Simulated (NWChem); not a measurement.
Species: C$_{4}$H$_{2}$FI; SMILES C#C/C=C(\F)I

All runs: NWChem. Pople sets run with spherical d functions. Coordinates come from a PBE0/def2-SVP (def2 core potentials past Kr) optimisation. No frequency run checked for a minimum. Total energies compare along this basis series because the functional is fixed.

| level | basis functions | energy (Ha) | highest occupied level (eV) | orbital gap (eV) | dipole (D) |
|---|---|---|---|---|---|
| TPSS/STO-3G, non-relativistic | 54 | -7102.6258 | -3.46 | 4.54 | 0.44 |
| TPSS/3-21G, non-relativistic | 80 | -7141.6243 | -5.70 | 3.92 | 0.71 |
| TPSS/6-311G**, non-relativistic | 164 | -7172.5868 | (withheld) | (withheld) | (withheld) |

Problem. Complete the blanks.

Solution. 
- TPSS/6-311G**, non-relativistic, highest occupied level (eV): -5.89
- TPSS/6-311G**, non-relativistic, orbital gap (eV): 3.77
- TPSS/6-311G**, non-relativistic, dipole (D): 0.80
